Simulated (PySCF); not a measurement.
C4H7FSi.
SMILES with atom numbers: `[F:1]/[CH:2]=[C:3]1\[CH2:4][CH2:5][SiH2:6]1` (hydrogens: H7 on C2; H8, H9 on C4; H10, H11 on C5; H12, H13 on Si6)

Computed by this run: PBE0-D3(BJ)/def2-SVP geometry optimisation, gas phase (PySCF 2.14.0); density fitting, grid level 1; the optimiser is geomeTRIC in internal coordinates, started from a GFN2-xTB structure with every atom displaced at random (about 0.01 Å).

Geometry at step 2:
```
atom  x, y, z in Å
F1      2.7545   -0.0592   -1.4165
C2      1.8115    0.6782   -0.8189
C3      0.6534    0.3235   -0.2667
C4      0.0824   -1.0827   -0.1145
C5     -1.2941   -0.7757    0.5515
Si6    -0.8697    1.0789    0.5240
H7      2.1393    1.7214   -0.8557
H8     -0.0160   -1.6016   -1.0828
H9      0.7266   -1.7068    0.5267
H10    -2.1577   -1.0877   -0.0547
H11    -1.4174   -1.2227    1.5490
H12    -0.7103    1.7841    1.8329
H13    -1.7005    1.9325   -0.3823
```

**Question.** What forces act on the atoms?

**Answer.** 
| atom | Fx (eV/Å) | Fy (eV/Å) | Fz (eV/Å) |
| --- | --- | --- | --- |
| F1 | -0.682 | -0.622 | 0.376 |
| C2 | 0.331 | 1.350 | -0.113 |
| C3 | 0.519 | -0.901 | -0.273 |
| C4 | -0.097 | 0.012 | 0.013 |
| C5 | -0.020 | -0.043 | 0.043 |
| Si6 | 0.025 | -0.019 | -0.144 |
| H7 | -0.132 | 0.177 | 0.058 |
| H8 | 0.002 | -0.032 | 0.022 |
| H9 | -0.006 | -0.054 | -0.025 |
| H10 | 0.010 | 0.077 | -0.007 |
| H11 | 0.035 | 0.003 | 0.000 |
| H12 | 0.014 | 0.007 | 0.007 |
| H13 | 0.001 | 0.045 | 0.044 |

The largest, 1.39 eV/Å, acts on C2; the rms over all components is 0.328 eV/Å. The forces sum to zero within rounding, as they must for an isolated molecule in no field.

**Question.** Give the force on C2 in Eh/bohr and in nN.

**Answer.** 1.395 eV/Å ÷ 51.422 = 0.02712 Eh/bohr, and 1.395 eV/Å × 1.602 = 2.23 nN.

**Question.** How far is this geometry from the end of the optimisation?

**Answer.** 0.100 eV above it, and 0.053 Å rms away after alignment. The bonds farthest from their final lengths, with half the difference of the two atoms' forces along the bond (positive lengthens):

| bond | now (Å) | final (Å) | force along bond (eV/Å) |
| --- | --- | --- | --- |
| F1–C2 | 1.338 | 1.334 | +0.08 |
| C3–Si6 | 1.875 | 1.871 | +0.41 |
| C2=C3 | 1.331 | 1.328 | +0.18 |
| C3–C4 | 1.525 | 1.523 | -0.29 |
| Si6–H12 | 1.495 | 1.497 | +0.07 |

The angle farthest from its final value is F1–C2–C3, 130.7° against 122.3°.

The cost below is that of the whole optimisation. Time: 51 s; peak memory 0.49 GiB. Hardware: an Arm Neoverse V1 with one thread, shared host.
